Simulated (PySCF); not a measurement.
dithiopyranylidene (C10H8S2), SMILES C1C(=C2C=CSC=C2)C=CSC=1. Coordinates come from a B3LYP-D3(BJ)/def2-SVP optimisation.

**Question.** Give the equilibrium geometry at B3LYP-D3(BJ)/def2-SVP (PySCF confirms it by a frequency run) as bond lengths and angles, and its point group. (The exact figures need the calculation; the answer reports its results.)

**Answer.** point group D2h.
Atoms: C1 C2 C3 C4 C5 C6 S7 C8 C9 C10 C11 S12 H13 H14 H15 H16 H17 H18 H19 H20. Bonded distances (Å): C1–C2 1.351, C1–S12 1.752, C1–H13 1.092, C2–C3 1.457, C2–H14 1.090, C3–C4 1.398, C3–C10 1.457, C4–C5 1.457, C4–C9 1.457, C5–C6 1.351, C5–H15 1.090, C6–S7 1.752, C6–H16 1.092, S7–C8 1.752, C8–C9 1.351, C8–H17 1.092, C9–H18 1.090, C10–C11 1.351, C10–H19 1.090, C11–S12 1.752, C11–H20 1.092. Bond angles (°): C2–C1–S12 126.0, C2–C1–H13 120.9, S12–C1–H13 113.1, C1–C2–C3 126.5, C1–C2–H14 115.1, C3–C2–H14 118.4, C2–C3–C4 122.2, C2–C3–C10 115.6, C4–C3–C10 122.2, C3–C4–C5 122.2, C3–C4–C9 122.2, C5–C4–C9 115.6, C4–C5–C6 126.5, C4–C5–H15 118.4, C6–C5–H15 115.1, C5–C6–S7 126.0, C5–C6–H16 120.9, S7–C6–H16 113.1, C6–S7–C8 99.3, S7–C8–C9 126.0, S7–C8–H17 113.1, C9–C8–H17 120.9, C4–C9–C8 126.5, C4–C9–H18 118.4, C8–C9–H18 115.1, C3–C10–C11 126.5, C3–C10–H19 118.4, C11–C10–H19 115.1, C10–C11–S12 126.0, C10–C11–H20 120.9, S12–C11–H20 113.1, C1–S12–C11 99.3.
